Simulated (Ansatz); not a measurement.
Total energies of Si₂Se₂⁺ (the lowest doublet isomer of a short search) from Ansatz at PBE0-D4/def2-TZVP, gas phase (1 Eh = 27.2114 eV = 2625.5 kJ/mol). The reference geometry is relaxed at PBE-D4/def2-SVP.

Cartesian coordinates in Å:
```
Si -0.732 1.173 -0.282
Si 0.620 -1.231 0.305
Se 0.155 0.514 1.749
Se -0.043 -0.457 -1.771
```

```
           state                    geometry  energy (Eh)
charge 1 doublet                   reference  -5381.08367
charge 0 singlet                   reference  -5381.36733
charge 1 quartet  relaxed at PBE-D4/def2-SVP  -5381.00085
```

**Question.** Work out the vertical electron affinity, to the singlet.

**Answer.** E(charge 1 doublet) − E(charge 0 singlet) = -5381.08367 − (-5381.36733) = 0.28366 Eh = 7.72 eV.

**Question.** Which of the charge 1 states is lowest, and how far above it are the others?

**Answer.** The doublet. quartet: -5381.00085 − (-5381.08367) = 0.08282 Eh = 217.4 kJ/mol.

The structure comes from a short search, and lower isomers may exist.
